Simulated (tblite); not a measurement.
CH5ClGeS.
Structure used (GFN2-xTB), in Å, numbered top down from 1:
```xyz
9
CH5ClGeS angstrom
C     -1.515    0.428   -0.096
S     -0.290   -0.045   -1.369
Ge     1.493   -0.333   -0.090
Cl     1.030   -1.639    1.505
H     -1.588   -0.351    0.657
H     -2.462    0.533   -0.615
H     -1.233    1.375    0.355
H      1.970    0.965    0.547
H      2.608   -0.926   -0.920
```

Computed values, GFN2-xTB/tblite, gas phase, harmonic and unscaled. Against measured fundamentals such values can be off by several per cent, at times by over 20. Modes of hydrogen on germanium can be 10 to 20 % off. One conformer, not necessarily the lowest.

Harmonic wavenumbers (cm⁻¹): 47.1, 105.0, 118.1, 185.7, 359.8, 380.2, 413.1, 584.5, 652.3, 709.1, 793.2, 944.0, 953.1, 1318.1, 1442.2, 1451.8, 1807.1, 1906.6, 3019.3, 3027.4, 3061.7.

A = 4130, B = 1851, C = 1404 MHz; mass 157.901 u (most abundant isotopes); point group C1, symmetry number 1.

Q: What is the zero-point energy?

A: ½Σν̃ = 11640 cm⁻¹ = 139.24 kJ/mol.

Q: Give the ideal-gas entropy at 273.15 K and 1 bar in the rigid-rotor, harmonic-oscillator model (classical rotation).

A: Translation 170.17, rotation 115.21, vibration 71.05: S = 356.4 J/(mol K).

Q: And Cp and H(273.15 K) − H(0)?

A: Cp = 99.65 J/(mol K), of which vibrations give 66.39 (their classical limit is 21 R = 174.6); H(273.15 K) − H(0) = 19.01 kJ/mol without the zero-point energy, 9.92 from vibrations.

Q: How do the functions run with temperature in this model?

A: 
```
T (K)  S (J/(mol K))  Cp (J/(mol K))  H − H(0) (kJ/mol)  G − H(0) (kJ/mol)  ln q(vib)
  100          277.1            62.8               4.80             -22.90       1.24
  200          327.7            85.3              12.23             -53.30       2.98
  300          366.0           104.4              21.75             -88.05       4.60
  500          426.3           132.3              45.61            -167.55       7.56
  800          494.6           158.1              89.52            -306.20      11.41
 1000          531.2           169.3             122.32            -408.88      13.66
```

q(vib) and H(0) count from the zero-point level.

Q: What must be added to the electronic energy to get the Gibbs energy at 273.15 K and 1 bar?

A: ZPE + [H(273.15 K) − H(0)] − T·S = 139.24 + 19.01 − 97.36 = 60.89 kJ/mol.

Q: Blend soft modes into free rotors: weight 1/[1 + (100 cm⁻¹/ν̃)⁴] for the oscillator and the rest for a rotor with moment μB/(μ + B), μ = h/(8π²ν), B = 10⁻⁴⁴ kg m². What vibrational entropy results?

A: 64.73 J/(mol K) in place of 71.05, which changes −T·S at 273.15 K by +1.73 kJ/mol.

Hindered rotation and anharmonicity are outside this model. Other conformers, if any are populated, would add a mixing term that is left out. The structure is chiral; the term R ln 2 for an equal mix with its mirror image is left out.

The run took 0.18 s on one thread of an Arm Neoverse V2, shared host with 192 logical CPUs at a one-minute load of 117. The figure is for the frequency step alone.
